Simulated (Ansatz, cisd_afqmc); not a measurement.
System: SiS, charge 0, triplet. This triplet is an excited state, 3.2 eV above the singlet at CCSD(T)/cc-pV(5+d)Z (Ansatz, a program for electronic structure). SiS (SMILES [Si]=S, triplet).
B3LYP-D3(BJ)/def2-TZVP minimum from Ansatz:
```xyz
2

Si     0.0000     0.0000    -1.1689
S      0.0000     0.0000     1.0227
```
Charge 0, spin multiplicity 3.

Total energies in cc-pV(Q+d)Z, 10 correlated electrons, 10 frozen orbitals. Radicals and triplets start from unrestricted determinants; spin-orbit coupling is neglected. Correlated methods leave the cores frozen. No relativity. The Monte Carlo rows (phaseless AFQMC, CISD trial, step 0.005/hartree) carry one-sigma bars that omit the constraint's bias. Outlying blocks are dropped, and bars are widened where a walk drifts. Over all cases where full CI ran beside it in this data, AFQMC minus full CI had a median of +0.1 mEh and passed +0.4 mEh in a tenth of the cases. The UHF reference of SSi ([Si]=S, triplet) is spin-contaminated (<S^2> up to 0.04 over the pure value in the sets run). The spin of SSi ([Si]=S, triplet) was assumed, and the state is the lowest solution found for it.

| method | program | energy (Eh) | minus AFQMC/CISD (mEh) |
|---|---|---|---|
| HF | Ansatz | -686.44183 | 278.4 ± 0.2 |
| MP2 | Ansatz | -686.67197 | 48.3 ± 0.2 |
| CCSD | Ansatz | -686.70492 | 15.3 ± 0.2 |
| CCSD(T) | Ansatz | -686.71917 | 1.1 ± 0.2 |
| AFQMC/CISD | cisd_afqmc | -686.7203 ± 0.0002 | 0.0 |
